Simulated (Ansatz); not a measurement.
System: C2H6ClGaO2, charge 0, multiplicity 1. 
Structure (B3LYP-D3(BJ)/def2-TZVP (Ansatz, a first-principles code) minimum search):
```xyz
12

C      2.7697    -0.6224     0.2531
O      1.4889    -1.1606    -0.0502
Ga    -0.0035    -0.2137    -0.0485
Cl     0.0312     1.8871     0.4293
O     -1.5253    -1.0212    -0.4439
C     -2.7857    -0.3637    -0.4794
H      3.4319    -0.7733    -0.6030
H      3.1852    -1.1523     1.1138
H      2.7413     0.4462     0.4849
H     -2.7245     0.6945    -0.2095
H     -3.2015    -0.4403    -1.4871
H     -3.4654    -0.8599     0.2176
```
Charge 0, spin multiplicity 1.

Parts of the frozen-core correlation energy in 6-31G (Ansatz, hartree). Frozen orbitals: 23; correlated occupied orbitals by spin: 18 and 18; virtual: 49 and 49. Spin-orbit coupling is left out. No relativistic terms.

```
term                             value
-------------------------  -----------
reference (HF)             -2611.34527
MP2 opposite-spin             -0.38692
MP2 same-spin                 -0.12106
CCSD correlation              -0.54396
(T)                           -0.01213
T1 diagnostic                    0.015
largest doubles amplitude        0.029
```
